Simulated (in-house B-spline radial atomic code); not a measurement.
The numbers below are computed, except where a source is named.
## Correlation energy from the adiabatic connection: ω²r²/2 − Z/r, ω = 0.141, Z = 2

Two electrons in a singlet, external potential ω²r²/2 − Z/r, ω = 0.141, Z = 2 (atomic units). Full CI in B-splines (partial waves to l = 8, correlation up to 0.6 % small) with the density held fixed gives W(λ) = <V_ee>_λ − U, and E_c is the integral of W(λ) − W(0) from 0 to 1.

```tsv
λ	W(λ) − W(0) (hartree)
0	0.00000
0.02	-0.00191
0.05	-0.00475
0.12	-0.01122
0.25	-0.02274
0.4	-0.03525
0.6	-0.05078
0.8	-0.06512
1	-0.07839
```

Problem. Integrate the table by the trapezoid rule.

Solution. The strips give -0.00002, -0.00010, -0.00056, -0.00221, -0.00435, -0.00860, -0.01159, -0.01435, which sum to -0.04178 hartree. The direct value, W(1) − W(0) + T_c with T_c = 0.03654, is -0.04185; the curve is convex, so chords lie above it and the trapezoids fall short in size by 0.18 %.

Problem. Now use only three numbers: W(0) = -1.0366, the initial slope W'(0) = -0.09602 (extrapolated from the first points) and the strong-coupling limit of the point-charge-plus-continuum model, W∞ = -1.4771. What do second-order theory and the interpolation W(λ) = W∞ + (W(0) − W∞)/√(1 + 2χλ) of Seidl, Perdew and Levy give?

Solution. Second order keeps the slope alone: E_c = W'(0)/2 = -0.04801, +15 % in size against -0.04185. Matching the slope fixes χ = W'(0)/(W∞ − W(0)) = -0.09602/(-0.44050) = 0.21798. Integrating, with s = √(1 + 2χ) = 1.198315, E_c = −(W(0) − W∞)(s − 1)/(s + 1) = −0.44050 × 0.198315/2.198315 = -0.03974 hartree, -5.1 % in size against the full result. At λ = 1 the formula gives W − W(0) = -0.07290 against -0.07839. Part of the miss can come from the model's W∞.
